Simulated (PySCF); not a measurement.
## Structure revision by computed shifts

A compound C4H9NOSi2 gives the data below (simulated from a calculation) and was assigned the structure `[SiH3]Nc1coc([SiH3])c1`.

13C{1H} NMR (computed): δ 145.4 (CH), 141.4 (CH2), 100.9 (CH), 94.9 (C).

1H NMR (500 MHz, computed): δ 6.50 (m, 1H), 6.42 (m, 1H), 6.42 (m, 1H), 5.52 (m, 1H), 5.51 (m, 1H), 2.05 (s, 1H), 0.35 (br s, 1H), 0.31 (br s, 2H).

One averaged value for each set of equivalent atoms, one conformer, non-relativistic Hamiltonian, isolated molecule. σ from GIAO-PBE0/pcSseg-1; GFN2-xTB structure; PySCF.

Chemical shifts δ = σref − σ; 1H and 13C against TMS, all at this level.

Q: Compare with the shifts computed for the proposed structure, pairing carbons in order of shift.

A: Atom-mapped SMILES (the numbers label the heavy atoms): `[SiH3:1][NH:2][c:3]1[cH:4][o:5][c:6]([SiH3:7])[cH:8]1`. Each H is labelled by its parent atom.

```csv
atom,computed for proposal,given list,difference
C6,153.2,145.4,+7.8
C3,141.7,141.4,+0.3
C4,137.0,100.9,+36.1
C8,119.9,94.9,+25.0
```

The rms difference is 22.3 ppm and the largest +36.1 ppm at C4 (aromatic CH next to the ring oxygen). The carbon types in order of shift don't match either: C, C, CH, CH for the proposal against CH, CH2, CH, C in the data. The proposal doesn't fit.

Q: Which isomer fits?

A: SMILES C#C[Si@](N)(C=C)[SiH2]O.

1. Carbon types of the structure: 1 × C, 2 × CH, 1 × CH2, leaving 5 H on heteroatoms.
2. δC 145.4: alkene CH; as expected for a trigonal carbon in a double bond.
3. δC 141.4: terminal =CH2 carbon; an sp2 carbon of a C=C bond.
4. δC 100.9: terminal alkyne carbon; sp carbons lie upfield of alkene carbons because the cylindrical π system leaves one tensor component strongly shielded.
5. δC 94.9: alkyne carbon; the triple bond shields along its axis, which puts it between sp3 and sp2 carbons.

This is the structure that produced the data.

Exchangeable OH/NH protons stand at their gas-phase positions; hydrogen bonding in a real sample shifts them, mostly to higher δ. Shifts are as computed. Against solution values, carbons near 30 ppm lie about +3 ppm off and those near 130 ppm about +5 ppm. Of 1211 compounds with measured shifts, 218 miss one by over three times the rms of a fit or turn the order of signals round; such compounds aren't used in these exercises. Multiplicities follow the n + 1 count of equivalent neighbours, as no J values were calculated; m marks all less simple cases, F and P coupling included.
